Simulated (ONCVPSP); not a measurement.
**PBE ONCV dataset for gallium, fully relativistic all-electron reference.**

```json
{
 "Element": "Ga (Z = 31)",
 "Generator": "ONCVPSP 4.0.1",
 "Type": "optimised norm-conserving Vanderbilt (ONCV)",
 "Functional": "PBE",
 "Relativity": "fully relativistic",
 "Frozen core": "[Ar] 3d10",
 "Valence charge": "3",
 "Reference configuration": "4s2 4p1",
 "Partial waves": "4s: rc 1.60 bohr, ncon 4, nbas 8, qcut 3.6 1/bohr, 1 projector; 4p: rc 1.95 bohr, ncon 4, nbas 7, qcut 3.6 1/bohr, 2 projectors, debl 2.9 Ha",
 "Local potential": "polynomial inside 1.40 bohr (lpopt 5, dvloc0 3 Ha)",
 "Core correction": "Teter function, fcfact 2.25, rcfact 1.2"
}
```

Open shells are filled in proportion to 2j + 1.

All-electron outer shells of the reference configuration (PBE, scalar-relativistic, ld1.x):

```csv
shell,level (eV),outermost node (bohr),outermost maximum (bohr)
3p,-98.86,0.24,0.56
3d,-19.15,–,0.53
4s,-8.95,0.81,1.90
4p,-2.58,0.87,2.53
```

Estimate the cutoffs (Ha) at which the residual kinetic energy of the hardest occupied pseudo-wave falls to 1 and 0.1 mHa per electron.

7.6 Ha and 27 Ha.

Does the potential have ghost states?

No bound ghost flagged; no localised positive-energy state flagged.

Which valence shell sets the plane-wave cutoff?

4s: 8 Ha for 1 mHa per electron, against 5 Ha for 4p.

Tests: 4s2 4p0; 4s1 4p0; 4s2 4p0.5; 4s0 4p3. Which has the largest error in its energy relative to the reference configuration, and how large is it?

4s0 4p3, with +17 meV (all-electron minus pseudo) on +13.37 eV.
